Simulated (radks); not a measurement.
Values are calculated unless marked as measured or tabulated.
Problem. The mean radii <r> (bohr) of the occupied orbitals of an atom or ion are listed with their occupations. Code: a radial shooting solver on a logarithmic mesh with Libxc functionals. Model: Dirac Kohn-Sham, OLYP, spin-unpolarised, spherical densities, finite nucleus; Fermi nuclear charge, rms radius of each element as measured or else 0.836 A^(1/3) + 0.57 fm.

| orbital | occ. | <r> |
|---|---|---|
| 1s1/2 | 2 | 0.01899 |
| 2s1/2 | 2 | 0.07978 |
| 2p1/2 | 2 | 0.06612 |
| 2p3/2 | 4 | 0.07384 |
| 3s1/2 | 2 | 0.2082 |
| 3p1/2 | 2 | 0.1980 |
| 3p3/2 | 4 | 0.2124 |
| 3d3/2 | 4 | 0.1862 |
| 3d5/2 | 6 | 0.1907 |
| 4s1/2 | 2 | 0.4680 |
| 4p1/2 | 2 | 0.4744 |
| 4p3/2 | 4 | 0.5073 |
| 4d3/2 | 4 | 0.5280 |
| 4d5/2 | 6 | 0.5395 |
| 5s1/2 | 2 | 1.134 |
| 5p1/2 | 2 | 1.260 |
| 5p3/2 | 4 | 1.366 |
| 4f5/2 | 6 | 0.6671 |
| 4f7/2 | 8 | 0.6795 |
| 5d3/2 | 0.8 | 2.078 |
| 5d5/2 | 1.2 | 2.145 |

Name the element and its charge. Open shells, if any, are shared by 2j + 1.

Solution. Z = 72, hafnium, charge +2: Hf2+ in [Xe] 4f14 5d2. The 1s radius gives Z: for a bare nucleus <r> = (2 gamma + 1)/(2Z) with gamma = sqrt(1 - (Z/c)^2), 0.01876 bohr for Z = 72, and screening makes it slightly larger (0.01899 here). The occupations add up to 70, and the charge is Z minus that.
